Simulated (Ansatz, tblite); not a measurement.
Cost and result up the ladder for YCl3 (4 atoms). Charge 0, multiplicity 1. Geometry: PBE-D4/def2-SVP.

```xyz
4

Y     0.0015    0.0010   -0.0019
Cl   -0.8855    2.2486    0.3670
Cl    1.9719   -0.7533    1.2325
Cl   -1.0879   -1.4963   -1.5976
```

Ansatz on 4 threads of Arm Neoverse V1 on a shared host; xTB runs through tblite on one thread. Times are rough, summed over both states, and most runs start from the orbitals of an earlier one. PBE0-D4/def2-TZVP serves as the yardstick here, not as an exact answer. The other state is a doublet.

In the def2 sets Y takes a core potential; there is no spin–orbit coupling. The xTB rows come from tblite.

Raw xTB energies of ions are shifted by several eV.

```tsv
level	functions	wall time
GFN2-xTB	36	0.015 s
GFN1-xTB	36	0.027 s
PBE-D4/def2-TZVP	151	4.9 s
PBE0-D4/def2-TZVP (with forces)	151	13 s
r2SCAN-D4/def2-TZVP	151	13 s
```

Q: Estimate what each level gives for the vertical IE (eV).

A: 
| level | vertical IE (eV) | difference from PBE0-D4/def2-TZVP (eV) |
| --- | --- | --- |
| GFN2-xTB | 14.81 | 3.81 |
| GFN1-xTB | 15.49 | 4.49 |
| PBE-D4/def2-TZVP | 10.40 | -0.60 |
| PBE0-D4/def2-TZVP (with forces) | 11.00 | 0.00 |
| r2SCAN-D4/def2-TZVP | 10.69 | -0.31 |
